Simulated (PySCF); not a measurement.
# Unknown compound

Molecular formula: C₃H₈F₂O₂Si₂. Simulated spectra:

¹H NMR (400 MHz, computed): δ 6.12 (m, 1H), 5.18 (m, 1H), 5.11 (m, 1H), 4.89 (s, 3H), 3.92 (m, 1H), 3.81 (m, 1H).

¹³C{¹H} NMR (computed): δ 169.0 (C), 111.5 (CH), 68.2 (CH2).

Fast rotation and ring inversion assumed for equivalent nuclei, isolated molecule, non-relativistic Hamiltonian, single conformer. Coordinates at the GFN2-xTB level; shielding tensors at PBE0/pcSseg-1 (GIAO); PySCF.

Shifts are taken against calculated references (same method and geometry level): TMS for ¹H, ¹³C.

Which of these isomers gave the spectra?
A. C=C(O[SiH2][SiH3])OC(F)F
B. C=C(O[SiH3])O[C@H](F)[SiH2]F
C. C=CO[Si@@](O)([SiH3])C(F)F

Results:

B. 

Rings plus π bonds: 1 (no ring in the answer). 3 carbon signals for 3 carbons: no two carbons are equivalent. Carbon types of the structure: 1 × C, 1 × CH, 1 × CH2, leaving 5 H on heteroatoms. δC 169.0: alkene carbon bearing oxygen; an sp2 carbon further deshielded by the attached heteroatom. δC 111.5: sp3 CH bonded to F and O and Si; 2 electronegative neighbours deshield it. δC 68.2: β carbon of an enol-ether or enamine type C=C; the O or N lone pair pushes π density onto this β carbon and shields it. δH 6.12: hydrogen on an sp3 CH bonded to F and O and Si; its carbon carries F and O, hence the downfield position. δH 3.92, 3.81: hydrogen on a β carbon of an enol-ether or enamine type C=C; lone-pair donation from O or N shields it, upfield of ordinary alkene protons.

The others: C=CO[Si@@](O)([SiH3])C(F)F would give 5 signals for carbon-bound and other non-exchanging H, not 6; C=C(O[SiH2][SiH3])OC(F)F would give 5 signals for carbon-bound and other non-exchanging H, not 6.

Splittings by ¹⁹F in the carbon and heteronuclear signals aren't shown, as no couplings were computed. Shifts are as computed. Against solution values, carbons near 30 ppm lie about +3 ppm off and those near 130 ppm about +5 ppm. Of 1309 compounds with measured shifts, 239 miss one by over three times the rms of a fit or turn the order of signals round; such compounds aren't used in these exercises. No couplings were computed; multiplicities are counted from neighbouring protons, with m where these are inequivalent, close in shift, in a saturated or five-membered ring or joined by F or P, and br s for small geminal =CH2 splittings.
